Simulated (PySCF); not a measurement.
PySCF input:

```python
from pyscf import gto, scf, dft

mol = gto.M(
    atom='''
    Al   -0.00000000   -0.00000000   -0.02370278
    O    -0.00000000   -0.00000000   -1.72887262
    F     0.00000000    0.00000000    1.57101302
    ''',
    basis='def2-tzvpd',
    charge=1,
    spin=1,
    symmetry='C2v',
    verbose=4,
)

mf = scf.UHF(mol).density_fit(auxbasis='def2-universal-jkfit')
mf.conv_tol = 1e-9
mf.max_cycle = 100
mf.max_memory = 1500
mf.kernel()
if not mf.converged:
    mf = mf.newton()
    mf.kernel(mf.make_rdm1())
mf.analyze()
```

Question: Which total energy does the run end on?

Answer: -416.04459 Eh (HF/def2-TZVPD).
